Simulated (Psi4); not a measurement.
C₂H₄Cl (SMILES C[CH-]Cl), charge -1, singlet, geometry from GFN2-xTB (a gas-phase anion, which may not be bound at this level); Psi4 with SVWN/6-311+G(2d,p).

Here is a job for Psi4.
```
memory 2 GB

molecule mol {
-1 1
  C    -0.042363    0.943018    0.116436
  C     1.460687    0.703025   -0.003663
  Cl   -0.807666   -0.778354    0.014588
  H    -0.369318    1.357038   -0.879022
  H     1.947383    1.686893   -0.015681
  H     1.833947    0.158331    0.870838
  H     1.808367    0.153491   -0.900761
}

set basis 6-311+g(2d,p)
set reference rks

energy('svwn')
print_variables()
```

It wrote (shortened):

```
   => Loading Basis Set <=

    Name: 6-311+G(2D,P)
    Role: ORBITAL
    Keyword: BASIS

         ---------------------------------------------------------
                                   SCF
               by Justin Turney, Rob Parrish, Andy Simmonett
                          and Daniel G. A. Smith
                              RKS Reference
         ---------------------------------------------------------

  ==> Geometry <==

    Molecular point group: c1
    Full point group: C1

    Geometry (in Angstrom), charge = -1, multiplicity = 1:

       Center              X                  Y                   Z               Mass
    ------------   -----------------  -----------------  -----------------  -----------------
         C            0.052272274207     1.007837183809     0.101649680394    12.000000000000
         C            1.555322274207     0.767844183809    -0.018449319606    12.000000000000
         CL          -0.713030725793    -0.713534816191    -0.000198319606    34.968852682000
         H           -0.274682725793     1.421857183809    -0.893808319606     1.007825032230
         H            2.042018274207     1.751712183809    -0.030467319606     1.007825032230
         H            1.928582274207     0.223150183809     0.856051680394     1.007825032230
         H            1.903002274207     0.218310183809    -0.915547319606     1.007825032230

  Running in c1 symmetry.

  Rotational constants: A =      1.10748  B =      0.18602  C =      0.16721 [cm^-1]
  Rotational constants: A =  33201.28986  B =   5576.68984  C =   5012.95578 [MHz]
  Nuclear repulsion =   92.228683718889997

  Charge       = -1
  Multiplicity = 1
  Electrons    = 34
  Nalpha       = 17
  Nbeta        = 17

  ==> Algorithm <==

  SCF Algorithm Type is DF.
  DIIS enabled.
  MOM disabled.
  Fractional occupation disabled.
  Guess Type is SAD.
  Energy threshold   = 1.00e-06
  Density threshold  = 1.00e-06
  Integral threshold = 1.00e-12

  ==> Primary Basis <==

  Basis Set: 6-311+G(2D,P)
    Blend: 6-311+G(2D,P)
    Number of shells: 53
    Number of basis functions: 113
    Number of Cartesian functions: 119
    Spherical Harmonics?: true
    Max angular momentum: 2

  ==> DFT Potential <==

   => LibXC <=

    Version 7.1.2
    S. Lehtola, C. Steigemann, M. J. T. Oliveira, and M. A. L. Marques,  SoftwareX 7, 1–5 (2018) (10.1016/j.softx.2017.11.002)

   => Composite Functional: SVWN <=

    Slater exchange
    Vosko, Wilk & Nusair (VWN5_RPA)
[...]
   @DF-RKS iter   5:  -537.25188213364561   -5.37037e-02   7.38662e-04 ADIIS/DIIS
   @DF-RKS iter   6:  -537.25507791021016   -3.19578e-03   1.72336e-04 ADIIS/DIIS
   @DF-RKS iter   7:  -537.25529384201400   -2.15932e-04   2.66053e-05 DIIS
   @DF-RKS iter   8:  -537.25529879335306   -4.95134e-06   8.09684e-06 DIIS
   @DF-RKS iter   9:  -537.25529923540080   -4.42048e-07   2.36984e-06 DIIS
   @DF-RKS iter  10:  -537.25529926833701   -3.29362e-08   7.15844e-07 DIIS
  Energy and wave function converged.

  ==> Post-Iterations <==

   Electrons on quadrature grid:
      Ntotal   =   34.0000255080 ; deviation = 2.551e-05

    Orbital Energies [Eh]
    ---------------------

    Doubly Occupied:

[...]
    Virtual:

[...]
    Final Occupation by Irrep:
              A
    DOCC [    17 ]
    NA   [    17 ]
    NB   [    17 ]

  @DF-RKS Final Energy:  -537.25529926833701

   => Energetics <=

    Nuclear Repulsion Energy =             92.2286837188899966
    One-Electron Energy =                -930.5404571428380223
    Two-Electron Energy =                 340.1093467084911595
    DFT Exchange-Correlation Energy =     -39.0528725528801601
    Empirical Dispersion Energy =           0.0000000000000000
    VV10 Nonlocal Energy =                  0.0000000000000000
    Total Energy =                       -537.2552992683370121

Computation Completed

Properties will be evaluated at   0.000000,   0.000000,   0.000000 [a0]

Properties computed using the SCF density matrix

 Multipole Moments:

 ------------------------------------------------------------------------------------
     Multipole            Electronic (a.u.)      Nuclear  (a.u.)        Total (a.u.)
 ------------------------------------------------------------------------------------

 L = 1.  Multiply by 2.5417464519 to convert [e a0] to [Debye]
 Dipole X            :         -5.5012631            5.9015486            0.4002856
 Dipole Y            :         -4.7518601            4.0421734           -0.7096867
 Dipole Z            :          0.3782267           -0.9220740           -0.5438473
 Magnitude           :                                                    0.9796191

 ------------------------------------------------------------------------------------

  Variable Map:
  ----------------------------------------------------------------------------
[...]
  Array Variable Map:
  ----------------------------------------------------------------------------
[...]
[...]
```
